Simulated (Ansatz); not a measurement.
Geometry optimisation, Ansatz, UHF/def2-SVP.

input.yaml

```yaml
crystal:
  periodic: [false, false, false]
  atoms:
    - { symbol: B, position_ang: [-0.016078, 0.020355, -0.28462] }
    - { symbol: H, position_ang: [-0.018165, 0.062137, 0.906833] }
    - { symbol: F, position_ang: [1.101796, 0.001419, -0.955965] }
    - { symbol: F, position_ang: [-1.131238, -0.004127, -0.959813] }
    - { symbol: Si, position_ang: [0.045504, -0.049273, 3.579868] }
    - { symbol: H, position_ang: [-0.760935, -1.196547, 4.065917] }
    - { symbol: H, position_ang: [1.412995, -0.07271, 4.153678] }
    - { symbol: H, position_ang: [-0.63388, 1.238746, 3.876301] }
magnetization:
  spin_polarized: true
  initial_magnetization: 1
basis:
  gaussian: { orbitals: def2-SVP }
hamiltonian:
  xc: hf
relax:
  f_tol: 0.03
  max_steps: 50
```

Command:

```bash
$ ansatz run input.yaml --threads 2 --pin off --max-ram 3072MiB --backend cpu --events-out ev --progress --plain --runs-dir out
```

Where does it end, and by what steps?

It converged. After 9 steps the energy has fallen by 0.203 eV; H7 moved furthest, 0.98 Å.

| step | energy less start (eV) | largest force component (eV/Å) | accepted |
| --- | --- | --- | --- |
| 0 | 0.0000 | 0.495 | yes |
| 1 | -0.0998 | 0.595 | yes |
| 2 | -0.1664 | 0.309 | yes |
| 3 | -0.1907 | 0.145 | yes |
| 4 | -0.1962 | 0.155 | yes |
| 5 | -0.1995 | 0.110 | yes |
| 6 | -0.2009 | 0.090 | yes |
| 7 | -0.2021 | 0.063 | yes |
| 8 | -0.2027 | 0.032 | yes |
| 9 | -0.2028 | 0.011 | yes |

```xyz
8
Properties=species:S:1:pos:R:3
B -0.032 0.041 -1.231
H -0.044 0.112 -0.044
F 1.092 0.005 -1.890
F -1.141 -0.004 -1.913
Si 0.069 -0.074 4.530
H -0.748 -1.210 5.018
H 1.419 -0.087 5.138
H -0.615 1.217 4.773
```

Time of the run: 9.6 s on 2 threads of Arm Neoverse V1 (shared host), peak memory 0.18 GiB.
